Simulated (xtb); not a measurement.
C2H6SZn (SMILES C[CH2][Zn][SH]), singlet, from a rough starting geometry (GFN-xTB shapes and energies of metal compounds can be far from the true ones); GFN2-xTB in xtb.

The xtb input:
```
$ xtb mol.xyz --gfn 2 --opt vtight --json

# file mol.xyz
10

Zn    -0.29071261     1.09588000     0.87200218
C      0.31769162    -0.73689513     0.16849163
C      0.38625967    -0.95161045    -1.33721332
H     -0.22692076    -1.57356278     0.67805549
H      1.38277338    -0.86142048     0.53821855
H      1.03713742    -0.09230035    -1.79480989
H     -0.64656049    -0.73613022    -1.77893462
H      0.75185194    -1.83393557    -1.67136735
S     -1.04838711     3.08944724     1.73708269
H     -1.73607155     2.49511195     2.68873934
```

**Question.** Predict the main parts of the log of this xtb run.

**Answer.** 
```
   ID    Z sym.   atoms
    1   30 Zn     1
    2    6 C      2, 3
    3    1 H      4-8, 10
    4   16 S      9

           -------------------------------------------------
          |                Calculation Setup                |
           -------------------------------------------------

           -------------------------------------------------
          |                 G F N 2 - x T B                 |
           -------------------------------------------------

          ...................................................
          :                      SETUP                      :
          :.................................................:
          :  # basis functions                  28          :
          :  # atomic orbitals                  27          :
          :  # shells                           15          :
          :  # electrons                        22          :
          :  max. iterations                   250          :
          :  Hamiltonian                  GFN2-xTB          :
          :  restarted?                      false          :
          :  GBSA solvation                  false          :
          :  PC potential                    false          :
          :  electronic temp.          300.0000000     K    :
          :  accuracy                    1.0000000          :
          :  -> integral cutoff          0.2500000E+02      :
          :  -> integral neglect         0.1000000E-07      :
          :  -> SCF convergence          0.1000000E-05 Eh   :
          :  -> wf. convergence          0.1000000E-03 e    :
          :  Broyden damping             0.4000000          :
          :  net charge                          0          :
          :  unpaired electrons                  0          :
          ...................................................

 iter      E             dE          RMSdq      gap      omega  full diag
   1    -11.1060676 -0.111061E+02  0.855E+00    4.18       0.0  T
   2    -11.1209962 -0.149286E-01  0.411E+00    3.66       1.0  T
   3    -11.1026946  0.183016E-01  0.357E+00    3.76       1.0  T
   4    -11.2094400 -0.106745E+00  0.592E-01    3.50       1.0  T
   5    -11.2101994 -0.759389E-03  0.254E-01    3.62       1.0  T
   6    -11.2102996 -0.100288E-03  0.136E-01    3.56       1.0  T
   7    -11.2103472 -0.475307E-04  0.324E-02    3.57       1.0  T
   8    -11.2103538 -0.661190E-05  0.135E-02    3.57       2.3  T
   9    -11.2103557 -0.194441E-05  0.436E-03    3.57       7.3  T
  10    -11.2103559 -0.142143E-06  0.123E-03    3.57      25.8  T
  11    -11.2103559  0.489831E-08  0.871E-04    3.57      36.3  T
  12    -11.2103559 -0.995121E-08  0.154E-04    3.57     205.4  T

   *** convergence criteria satisfied after 12 iterations ***

         :::::::::::::::::::::::::::::::::::::::::::::::::::::
         ::                     SUMMARY                     ::
         :::::::::::::::::::::::::::::::::::::::::::::::::::::
         :: total energy             -11.105482750827 Eh    ::
         :: gradient norm              0.137931420622 Eh/a0 ::
         :: HOMO-LUMO gap              3.567547234034 eV    ::
         ::.................................................::
         :: SCC energy               -11.210353158112 Eh    ::
         :: -> isotropic ES            0.043836053651 Eh    ::
         :: -> anisotropic ES          0.003361938076 Eh    ::
         :: -> anisotropic XC          0.006640055730 Eh    ::
         :: -> dispersion             -0.004538627146 Eh    ::
         :: repulsion energy           0.104870407285 Eh    ::
         :: add. restraining           0.000000000000 Eh    ::
         :: total charge              -0.000000000000 e     ::
         :::::::::::::::::::::::::::::::::::::::::::::::::::::

      -----------------------------------------------------------
     |                   =====================                   |
     |                        A N C O P T                        |
[...]
 * total energy  :   -11.1203953 Eh     change       -0.7481004E-06 Eh
 * total energy  :   -11.1203960 Eh     change       -0.6502213E-06 Eh
 * total energy  :   -11.1203962 Eh     change       -0.2469041E-06 Eh
 * total energy  :   -11.1203964 Eh     change       -0.1730985E-06 Eh
 * total energy  :   -11.1203967 Eh     change       -0.2437437E-06 Eh
 * total energy  :   -11.1203970 Eh     change       -0.3095219E-06 Eh
 * total energy  :   -11.1203972 Eh     change       -0.2203446E-06 Eh
 * total energy  :   -11.1203974 Eh     change       -0.1674797E-06 Eh
 * total energy  :   -11.1203975 Eh     change       -0.1713639E-06 Eh
 * total energy  :   -11.1203977 Eh     change       -0.1875823E-06 Eh
 * total energy  :   -11.1203978 Eh     change       -0.1342681E-06 Eh
 * total energy  :   -11.1203979 Eh     change       -0.7117504E-07 Eh
   *** GEOMETRY OPTIMIZATION CONVERGED AFTER 108 ITERATIONS ***
         :: total energy             -11.120397920793 Eh    ::
[...]
        10        2.0000           -0.3766816             -10.2500
        11        2.0000           -0.3674847              -9.9998 (HOMO)
        12                         -0.2541507              -6.9158 (LUMO)
        13                         -0.1391492              -3.7864
        14                         -0.0896567              -2.4397
        15                         -0.0349482              -0.9510
        16                          0.0045679               0.1243
        17                          0.0097042               0.2641
        18                          0.0155115               0.4221
        19                          0.0408493               1.1116
        20                          0.1202023               3.2709
        21                          0.1587354               4.3194
        22                          0.1597859               4.3480
       ...                                ...                  ...
        27                          0.7763321              21.1251
      -------------------------------------------------------------
                  HL-Gap            0.1133340 Eh            3.0840 eV
             Fermi-level           -0.3108177 Eh           -8.4578 eV

     #   Z          covCN         q      C6AA      α(0)
     1  30 Zn       1.679     0.277   121.872    21.565
     2   6 C        3.646    -0.132    23.411     6.953
     3   6 C        3.779    -0.097    22.378     6.739
     4   1 H        0.925     0.049     2.332     2.388
     5   1 H        0.925     0.049     2.331     2.387
     6   1 H        0.925     0.045     2.379     2.412
     7   1 H        0.925     0.045     2.384     2.415
     8   1 H        0.924     0.049     2.336     2.390
     9  16 S        1.751    -0.457   161.409    21.385
    10   1 H        0.923     0.172     1.252     1.750

 Mol. C6AA /au·bohr⁶  :       1753.004149
 Mol. C8AA /au·bohr⁸  :      71215.988907
 Mol. α(0) /au        :         70.384539

Wiberg/Mayer (AO) data.
largest (>0.10) Wiberg bond orders for each atom

 ---------------------------------------------------------------------------
     #   Z sym  total        # sym  WBO       # sym  WBO       # sym  WBO
 ---------------------------------------------------------------------------
     1  30 Zn   1.640 --     9 S    0.753     2 C    0.733
     2   6 C    3.988 --     3 C    1.025     4 H    0.967     5 H    0.966
                             1 Zn   0.733     9 S    0.299
     3   6 C    3.997 --     2 C    1.025     7 H    0.976     6 H    0.975
                             8 H    0.970
     4   1 H    0.998 --     2 C    0.967
     5   1 H    0.998 --     2 C    0.966
     6   1 H    0.998 --     3 C    0.975
     7   1 H    0.998 --     3 C    0.976
     8   1 H    0.990 --     3 C    0.970
     9  16 S    2.006 --    10 H    0.944     1 Zn   0.753     2 C    0.299
    10   1 H    0.970 --     9 S    0.944
 ---------------------------------------------------------------------------

Topologies differ in total number of bonds
Writing topology from bond orders to xtbtopo.mol

molecular dipole:
                 x           y           z       tot (Debye)
 q only:       -0.465      -1.145      -0.262
   full:       -0.633      -1.258      -0.214       3.621
molecular quadrupole (traceless):
                xx          xy          yy          xz          yz          zz
 q only:        5.214      -1.778      -7.265      -3.029      -3.370       2.051
  q+dip:        6.114      -3.254      -9.185      -3.705      -3.766       3.070
   full:        7.019      -3.129     -10.120      -4.303      -4.230       3.101

optimized geometry written to: xtbopt.xyz

           -------------------------------------------------
          | TOTAL ENERGY              -11.120397920793 Eh   |
          | GRADIENT NORM               0.000063211127 Eh/α |
          | HOMO-LUMO GAP               3.083974733325 eV   |
           -------------------------------------------------
```
